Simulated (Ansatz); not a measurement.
CH4Be (SMILES [BeH][CH3]) moved off its minimum; all values from Ansatz (a quantum-chemistry and plane-wave program), cores frozen in correlated methods.
(charge 0, multiplicity 1)
```xyz
6

Be    -0.8832    -0.4413    -0.1687
H     -2.0834    -1.1457    -0.3868
C      0.4988     0.1766     0.0123
H      0.9393     0.0095     1.0016
H      0.5065     1.4632     0.2089
H      1.2788    -0.0209    -0.6411
```

Forces at B3LYP/def2-TZVPP (eV/Å):

| atom | Fx | Fy | Fz |
|---|---|---|---|
| Be1 | -3.838 | -1.929 | -0.694 |
| H2 | 0.794 | 0.587 | 0.211 |
| C3 | 2.021 | 5.521 | 2.981 |
| H4 | -0.103 | -0.645 | 0.169 |
| H5 | -0.308 | -3.304 | -1.126 |
| H6 | 1.435 | -0.231 | -1.541 |

**Question.** Give the forces (eV/Å), the total energy and the dipole at CCSD(T)/aug-cc-pVTZ.

**Answer.** 
| atom | Fx | Fy | Fz |
|---|---|---|---|
| Be1 | -4.109 | -2.024 | -0.714 |
| H2 | 0.727 | 0.541 | 0.197 |
| C3 | 2.240 | 5.668 | 2.991 |
| H4 | -0.073 | -0.650 | 0.250 |
| H5 | -0.301 | -3.297 | -1.121 |
| H6 | 1.516 | -0.237 | -1.602 |
Energy -55.0779 hartree, dipole 1.09 D.
